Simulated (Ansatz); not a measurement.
AlCu3⁻. Total charge -1; quartet. Geometry PBE-D4/def2-SVPD; atoms count from 1.

```tsv
atom	x (Å)	y (Å)	z (Å)
Al1	0.295	1.394	-0.717
Cu2	-0.234	-1.060	-0.972
Cu3	-1.179	0.080	0.852
Cu4	1.118	-0.414	0.837
```

The highest occupied level of the charge -1 quartet lies above zero (up to 0.54 eV). It is a level of α spin, whose loss leaves a triplet; that state wasn't run at this geometry and level. The electron is either unbound and held by the finite basis, or the level is raised by self-interaction error. At PBE0-D4/def2-TZVPD a doublet of charge -1 lies 1.03 eV below the quartet, each at its own geometry. The structure comes from a short search, and lower isomers may exist.

(1) Estimate the Mulliken populations from the PBE0/def2-TZVPD orbitals of Ansatz.

(2) Where does the spin sit?

(3) And the Mayer bond orders between bonded heavy atoms (over 0.3)?

Answers

(1) 
```json
{"atom": "Al1", "charge (e)": "-0.36", "spin (α − β)": "1.25", "d electrons": "–"}
{"atom": "Cu2", "charge (e)": "-0.21", "spin (α − β)": "0.58", "d electrons": "9.85"}
{"atom": "Cu3", "charge (e)": "-0.21", "spin (α − β)": "0.58", "d electrons": "9.85"}
{"atom": "Cu4", "charge (e)": "-0.21", "spin (α − β)": "0.58", "d electrons": "9.85"}
```
Mulliken values and Mayer orders depend strongly on the basis. With diffuse functions, as here, like atoms can get unlike values, and bond orders can come out too low or too high.

(2) Summed by element: Al 1.25, Cu 1.75, of 3 unpaired in all. Largest on single atoms: Al1 1.25, Cu3 0.58, Cu4 0.58.

(3) Al1–Cu2 0.57 (2.52 Å); Al1–Cu3 0.57 (2.52 Å); Al1–Cu4 0.57 (2.52 Å); Cu2–Cu3 0.72 (2.35 Å); Cu2–Cu4 0.72 (2.35 Å); Cu3–Cu4 0.72 (2.35 Å).
